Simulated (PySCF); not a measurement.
How methods differ on the electron affinity of In

In⁻ [Kr] 4d10 5s2 5p2 (3P) → In [Kr] 4d10 5s2 5p1 (2P), as a difference of total energies. Computed with PySCF 2.14 in aug-cc-pVQZ-PP with ECP28MDF, with scalar relativity through the core potential. Correlated levels: valence: 4s2 4p6 4d10 frozen. The calculations carry no spin-orbit coupling.

```csv
method,electron affinity (eV),difference from reference (eV)
UHF,0.075,-0.309
MP2 (valence),0.372,-0.012
SCS-MP2 (valence),0.284,-0.100
CCSD (valence),0.389,+0.005
CCSD(T) (valence),0.429,+0.045
```

Reference: 0.384 eV (measured; photodetachment measurements, as compiled on the Wikipedia data page of electron affinities).

The reference lies between the lowest fine-structure levels, while these numbers refer to the centres of the terms.

Errors of the correlated levels include the incompleteness of this basis and the frozen core.
